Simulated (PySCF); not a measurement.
**Computed properties of C₂H₃ClFIn, SMILES C=[CH][In]([F])[Cl]**

In(F)(Cl)(vinyl) (C2H3ClFIn), SMILES [CH](=C)[In]([Cl])[F]. Geometry: B3LYP-D3(BJ)/def2-SVP. The structure was generated by enumeration; whether it is a known compound was not checked. The def2 effective core potentials stand for the cores of In; spin–orbit coupling is left out. The values are those of a single conformer. All values are computed for the isolated molecule unless a solvent is named; none is compared with measurement here.

**Structure.** The optimised structure has Cs symmetry. All 18 harmonic modes at B3LYP-D3(BJ)/def2-SVP (PySCF) are real, so it is a minimum. With heavy atoms numbered as in [In:1]([F:2])([Cl:3])[CH:4]=[CH2:5], the shortest bond between them is C4–C5 at 1.338 Å and the longest In1–Cl3 at 2.359 Å.

**Vibrations.** The strongest infrared lines (harmonic, unscaled, degenerate partners summed) lie at 610 cm⁻¹ (70 km/mol, F 82 %, In 15 %), 1233 cm⁻¹ (37 km/mol, H 73 %, C 27 %), 359 cm⁻¹ (35 km/mol, Cl 78 %, In 19 %). The softest mode is at 55 cm⁻¹ and the zero-point energy is 27.7 kcal/mol.

**Electronic structure.** ωB97X/def2-TZVP (PySCF) places the frontier levels at -11.07 and -0.05 eV, a gap of 11.02 eV, and gives a dipole moment of 4.29 D and a mean polarisability of 67.4 bohr³. PBE/def2-TZVP (PySCF) at the same geometry gives -7.36 and -2.77 eV, so its gap is 6.43 eV narrower. An orbital gap is neither the optical nor the fundamental gap.

**Excitations.** TDA-M06-2X/def2-SVPD (PySCF) has S1 at 5.58 eV (222 nm, f = 0.009, weak); the most intense of the 10 singlets computed lies at 6.72 eV (f = 0.31). T1 (TDA) is at 4.49 eV, 1.09 eV under S1. TDA-PBE/def2-SVPD (PySCF) puts S1 at 4.69 eV. No vertical singlet excitation falls in the visible range (under 3.1 eV).
